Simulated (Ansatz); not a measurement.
A barrier at the coupled-cluster level

Start structure (SiNH$_{4}$F$_{3}$, singlet), relaxed at PBE0-D4/def2-TZVP:

```
9
angstrom
Si -0.7034 0.0928 -1.0171
N 0.5488 0.7125 -0.0949
F -0.3474 -1.3729 -1.4659
F -1.0378 0.8802 -2.3432
F -2.0292 0.0965 -0.1692
H 0.7549 -1.0384 2.1541
H 0.8787 -1.4417 2.7711
H 1.5127 0.5597 -0.3378
H 0.4226 1.5113 0.5029
```

The step: SiNH₂F₃ ([NH2][Si]([F])([F])[F]) + H₂ → SiHF₃ ([F][SiH]([F])[F]) + NH₃ (still joined by a long Si–N bond); bonds formed: Si1–H7, N2–H6; bonds broken: H6–H7; bonds weakened to dative contacts: Si1–N2. Computed with Ansatz 0.2.0 (basis: def2-TZVPP and def2-QZVPP); correlated methods freeze the cores. Extrapolation: Hartree–Fock as exp(−7.88 √X), correlation as X^−2.97. Energies below are by CCSD(T) at an estimated basis limit (MP2 extrapolated from triple and quadruple zeta, plus CCSD(T) − MP2 in triple zeta).

Q: What are the electronic barrier and the energy of the step, from the start structure to the end structure? (To be estimated.)

A: By the calculation: Barrier 219.6 kJ/mol; step energy 27.2 kJ/mol (uphill); reverse barrier, their difference, 192.5 kJ/mol. Barrier and step energy count from the start structure, the reverse barrier from the end structure.

The saddle point: One imaginary mode of 1441i cm⁻¹.
```csv
pair,start (Å),saddle (Å),end (Å)
Si1–H7,4.38,1.75,1.47
N2–H6,2.86,1.26,1.01
Si1–N2,1.67,1.83,2.21
H6–H7,0.75,1.09,2.69
```

Zero-point energy (harmonic, PBE0-D4): ZPE is 123.6 kJ/mol at the start and 133.2 kJ/mol at the saddle, so the barrier goes from 219.6 to 229.2 kJ/mol.

No T1 diagnostic of these runs exceeds 0.012.

Labels in which every atom is bracketed show which atoms are joined, not bond orders.

For scale, one of the runs: CCSD(T)/def2-TZVPP, 222 basis functions, launched by `ansatz run in.yaml --threads 4 --pin off --events-out ev --progress --plain --max-ram 9574MiB`. Time: 92 s of wall clock on 4 CPU threads of an Intel Xeon Platinum 8259CL; the host was shared. Peak host memory: 3.8 GiB.
